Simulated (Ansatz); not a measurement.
`C=[CH][Al]([Cl])[Cl]` and `C=[CH][In]([Cl])[Cl]` differ in one element.

Ansatz, PBE0-D4/def2-TZVP geometries, multiplicity 1. Each molecule was computed in one conformer, which needn't be the lowest.

Elements past krypton have def2 core potentials.

| property | `C=[CH][Al]([Cl])[Cl]` |
| --- | --- |
| LUMO energy (PBE0/def2-TZVPP) / eV | -1.62 |
| LUMO energy (B3LYP/def2-TZVPP) / eV | -1.82 |
| HOMO energy (PBE0/def2-TZVPP) / eV | -8.53 |
| HOMO energy (PBE/def2-TZVPP) / eV | -7.42 |
| size of the dipole moment (B3LYP/def2-TZVPP) / D | 2.14 |
| LUMO energy (ωB97M-V/def2-TZVPP) / eV | 0.26 |

Problem. Give the same properties after the change, and the shifts. (Best estimate.)

Solution. Computed: 
```json
{"property": "LUMO energy (PBE0/def2-TZVPP) / eV", "`C=[CH][In]([Cl])[Cl]`": "-1.94", "shift": "-0.32"}
{"property": "LUMO energy (B3LYP/def2-TZVPP) / eV", "`C=[CH][In]([Cl])[Cl]`": "-2.19", "shift": "-0.37"}
{"property": "HOMO energy (PBE0/def2-TZVPP) / eV", "`C=[CH][In]([Cl])[Cl]`": "-8.53", "shift": "0.00"}
{"property": "HOMO energy (PBE/def2-TZVPP) / eV", "`C=[CH][In]([Cl])[Cl]`": "-7.25", "shift": "0.17"}
{"property": "size of the dipole moment (B3LYP/def2-TZVPP) / D", "`C=[CH][In]([Cl])[Cl]`": "3.72", "shift": "1.58"}
{"property": "LUMO energy (ωB97M-V/def2-TZVPP) / eV", "`C=[CH][In]([Cl])[Cl]`": "-0.20", "shift": "-0.46"}
```

Dipoles are sizes alone; their direction can turn.

B3LYP here is the variant with VWN-RPA as its local correlation; programs differ in this.
